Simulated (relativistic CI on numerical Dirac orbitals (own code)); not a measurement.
## d1 to d9 in one octahedral field

Computed with a parametric ligand-field model without spin-orbit coupling, by exact diagonalisation: B = 840, C = 3200, 10Dq = 13200 cm⁻¹ (Oh; |10Dq|/B = 15.7) for every shell. Energies in cm⁻¹; the field energy is (0.6 n_e − 0.4 n_t2) × 10Dq of the ground term; g labels are left out.

```csv
Shell,Ground term,Electrons in e,Field energy,First spin-allowed bands,Lowest term of other spin
d1,2T2,0.000,-5280,2E 13200,
d2,3T1,0.050,-9897,"3T2 11839, 3T1 23078",1T2 11948
d3,4A2,0.000,-15840,"4T2 13200, 4T1 20325",2E 15469
d4,5E,1.000,-7920,5T2 13200,3T1 6121
d5,6A1,2.000,0,none,4T1 13616
d6,5T2,2.000,-5280,5E 13200,1A1 979
d7,4T1,2.050,-9897,"4T2 11839, 4T1 23078",2E 2507
d8,3A2,2.000,-15840,"3T2 13200, 3T1 20325",1E 12813
d9,2E,3.000,-7920,2T2 13200,
```

Every shell keeps the spin of the free ion. Only d4 to d7 can choose; the field needed to pair spins is smallest for d6 and largest for d5, which loses most exchange energy. In the strong-field picture 10Dq must exceed about 6B + 5C = 21040 (d4), 7.5B + 5C = 22300 (d5), 2.5B + 4C = 14900 (d6) and 4B + 4C = 16160 (d7); mixing of terms shifts these bounds somewhat. High-spin d^(n+5) repeats the spin-allowed bands of d^n, since the half-filled shell is spherical.
